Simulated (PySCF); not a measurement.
## Predicted spectroscopic data

A single conformation, one averaged value for each set of equivalent atoms, no solvent, non-relativistic. Shieldings: GIAO PBE0/pcSseg-1; GFN2-xTB geometry; PySCF 2.14.

Referencing at the same level of theory: TMS for ¹H and ¹³C. Splittings of carbon signals by F and P are missing where no couplings were computed. Where no couplings were computed, multiplicities follow the n + 1 count of equivalent neighbours, and m marks all less simple cases (inequivalent or close neighbours, rings, F or P nearby). Shifts are as computed. Against solution values, carbons near 30 ppm lie about +3 ppm off and those near 130 ppm about +5 ppm. Of 1309 compounds with measured shifts, 239 miss one by over three times the rms of a fit or turn the order of signals round; such compounds aren't used in these exercises.

Compound 1 (C$_{6}$H$_{6}$N$_{2}$Si). ¹H NMR (400 MHz, computed): δ 4.68 (m, 1H), 4.45 (m, 1H), 2.04 (m, 1H), 1.60 (d, 3H). ¹³C{¹H} NMR (computed): δ 124.5 (C), 110.9 (C), 90.6 (C), 89.3 (C), 16.6 (CH3), 9.0 (CH). Structure: `InChI=1S/C6H6N2Si/c1-6(5-8)9-4-2-3-7/h6H,9H2,1H3/t6-/m0/s1`.

Compound 2 (C$_{5}$H$_{11}$FOSi). ¹H NMR (400 MHz, computed): δ 6.89 (m, 1H), 5.47 (m, 2H), 4.92 (s, 2H), 3.89 (s, 3H), 1.49 (s, 3H). ¹³C{¹H} NMR (computed): δ 153.8, 133.9, 86.8, 53.3, 14.4. Structure: `CO[SiH2]/C(C)=C/CF`.
